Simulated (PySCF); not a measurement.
CH₅BrGa (charge -1).
SMILES: `[CH3][GaH2-][Br]`

Method: PBE0-D3(BJ)/def2-SVP geometry optimisation, gas phase (PySCF).

Take the most abundant isotopes and a rigid rotor. 

Q: What are A, B and C (cm⁻¹)?

A: Ia = 54.71, Ib = 289.89, Ic = 334.13 u·Å²; 505379 MHz·u·Å²/I gives 9238, 1743 and 1513 MHz, that is A = 0.30815, B = 0.05815, C = 0.05045 cm⁻¹.

Q: What kind of rotor is it?

A: A near-prolate asymmetric top: κ = (2 × 1743 − 9238 − 1513)/(9238 − 1513) = -0.94.

Q: Is it planar, by Δ = Ic − Ia − Ib?

A: Not planar: Δ = Ic − Ia − Ib = -10.47 u·Å². For a rigid frame Δ = −2 Σ m c², so Σ m c² = 5.23 u·Å² lies off the ab plane, practically all of it from hydrogen. The atom farthest from that plane is 1.35 Å away.

Q: Give the other two planar moments, Paa and Pbb, and the rms extents of the mass along the axes.

A: Paa = Σ m a² = (Ib + Ic − Ia)/2 = 284.66 and Pbb = Σ m b² = (Ia + Ic − Ib)/2 = 49.47 u·Å². With the mass M = 164.88 u, the rms extents √(P/M) along a, b and c are 1.31, 0.55, 0.18 Å.

Q: List the rotational levels J(Ka,Kc) to J = 3 (K).

A: Above 0(0,0), as E/k:
J = 1: 1(0,1) 0.156, 1(1,1) 0.516, 1(1,0) 0.527
J = 2: 2(0,2) 0.469, 2(1,2) 0.817, 2(1,1) 0.851, 2(2,1) 1.930, 2(2,0) 1.930
J = 3: 3(0,3) 0.936, 3(1,3) 1.269, 3(1,2) 1.336, 3(2,2) 2.398, 3(2,1) 2.400, 3(3,1) 4.225, 3(3,0) 4.225

Q: Which lines would a microwave search look for?

A: The dipole components (about the centre of mass, as the species is charged) are |μa| = 0.82 D, |μb| = 1.01 D, |μc| = 0.00 D; the mirror of this Cs structure is the ab plane, so μc vanishes by symmetry (the 0.01 D computed is a residue) and there are no c-type lines. Intensities carry the squares of the components, which stand as 0.66 : 1.00 (a : b). Some lines, for components of 0.1 D or more:

| type | branch | J(Ka,Kc) | MHz | lower level (cm⁻¹) |
| --- | --- | --- | --- | --- |
| a | Q | 2(1,1) ← 2(1,2) | 692 | 0.568 |
| a | R | 1(0,1) ← 0(0,0) | 3256 | 0.000 |
| a | R | 2(1,2) ← 1(1,1) | 6281 | 0.359 |
| a | R | 2(0,2) ← 1(0,1) | 6506 | 0.109 |
| a | R | 2(1,1) ← 1(1,0) | 6742 | 0.366 |
| b | Q | 1(1,0) ← 1(0,1) | 7726 | 0.109 |
| b | Q | 2(1,1) ← 2(0,2) | 7962 | 0.326 |
| b | R | 1(1,1) ← 0(0,0) | 10751 | 0.000 |
| b | R | 2(1,2) ← 1(0,1) | 13776 | 0.109 |
| b | Q | 2(2,0) ← 2(1,1) | 22490 | 0.591 |
| b | Q | 2(2,1) ← 2(1,2) | 23177 | 0.568 |
| b | R | 2(2,1) ← 1(1,0) | 29227 | 0.366 |
| b | R | 2(2,0) ← 1(1,1) | 29463 | 0.359 |

Q: Estimate the classical rotational partition function at 25 K, 200 K and 298.15 K.

A: Point group Cs, symmetry number σ = 1; q = (√π/σ)·√((kT/h)³/(ABC)), k/h = 20836.6 MHz/K: 4270 at 25 K, 96600 at 200 K, 176000 at 298.15 K.

No frequency check. These are rigid-rotor constants of the computed structure; measured ground-state constants (B0) also hold zero-point vibration. A rigid rotor knows nothing of internal rotation, which can split or shift real lines. Quadrupole hyperfine structure (69Ga, 79Br) is left out.
